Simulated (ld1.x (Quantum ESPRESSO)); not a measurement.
**Before and after: PAW potential for silver**

ld1.x (Quantum ESPRESSO) 7.5 input, shortened:

```
&input
   title='Ag', zed=47., rel=1, dft='PZ', iswitch=3,
   config='[Kr] 4d9 5s0 5p0'
 /
 &inputp
   pseudotype=3, lpaw=.true., tm=.true., lloc=-1, rcloc=1.65,
   nlcc=.true., rcore=0.80,
   which_augfun='GAUSS', rmatch_augfun=1.30
 /
6
5S  1  0   0.00   0.00  1.85  2.45  0.0
5S  1  0   0.00   1.50  1.85  2.45  0.0
4P  2  1   6.00   0.00  1.35  1.60  0.0
5P  3  1   0.00   0.00  1.35  1.60  0.0
4D  3  2   9.00   0.00  1.75  2.10  0.0
4D  3  2   0.00   1.40  1.75  2.10  0.0
 &test
   configts(1)='4p6 4d9 5s0 5p0'
 /
```

All-electron outer shells of the reference configuration (LDA (PZ), scalar-relativistic, ld1.x):

```
shell  level (eV)  outermost node (bohr)  outermost maximum (bohr)
   4s     -117.65                   0.44                      0.82
   4p      -81.10                   0.44                      0.87
   4d      -29.15                   0.43                      1.03
   5s      -21.13                   1.09                      2.20
   5p      -14.48                   1.22                      2.62
```

Change: functional PBE.

Cutoffs: the cutoffs (Ry, on a coarse ladder) from which the occupation-weighted sum of valence levels, in a spherical-Bessel basis at the reference potential, stays within 10 and 1 mRy of its value at 400 Ry; they do not see the model core or the augmentation charge, which bear on the density cutoff. Errors are all-electron minus pseudo energies relative to the spin-unpolarised reference configuration.

Question: How do hardness, ghosts and transferability respond?

Answer: The potential gets neither clearly harder nor softer (35 Ry and 60 Ry → 35 Ry and 60 Ry); both files keep a bound ghost (s); the number of tests with a reliable result goes from 9 to 7; of the 7 tests that both files solve, the error grows in 1 and shrinks in 2 by more than 15 % and 0.3 meV (median size 6.7 → 7.5 meV).

| quantity | base | changed |
| --- | --- | --- |
| cutoff, loose | 35 Ry | 35 Ry |
| cutoff, tight | 60 Ry | 60 Ry |
| bound ghosts | s | s |
| error for 4p6 4d10 5s1 5p0, meV [ΔE -30.49 → -29.87 eV] | +6.7 | +7.5 |
| error for 4p6 4d10 5s0 5p0, meV [ΔE -22.38 → -22.11 eV] | +2.2 | +1.5 |
| error for 4p6 4d8 5s0 5p0, meV [ΔE 36.43 → 36.19 eV] | -15 | -17 |
| error for 4p6 4d7 5s0 5p0, meV [ΔE 88.36 → 87.91 eV] | -84 | -97 |
| error for 4p6 4d9 5s2 5p0, meV [ΔE -26.52 → -25.79 eV] | -4.8 | +0.9 |
| error for 4p6 4d10 5s0 5p1, meV [ΔE -26.46 → -26.01 eV] | +6.5 | +6.4 |
| error for 4p5 4d10 5s1 5p0, meV [ΔE 34.87 → 35.37 eV] | -51 | -48 |
| s: phases at 2.63 bohr within 0.05 rad from the reference energy up to (Ry; the scan ends near 5) | 3.8 | n/a |
| p: phases at 2.63 bohr within 0.05 rad from the reference energy up to (Ry; the scan ends near 5) | 2.9 | 2.8 |
| d: phases at 2.63 bohr within 0.05 rad from the reference energy up to (Ry; the scan ends near 5) | 4.7 | 4.8 |
| lowest overlap eigenvalue by channel | s 0.43, p 0.11, d 0.79 | s 0.43, p 0.10, d 0.79 |

 A true bound ghost makes a file unfit for plane-wave use even where its test errors are small: the radial tests pick states by their node count and pass the ghost by.
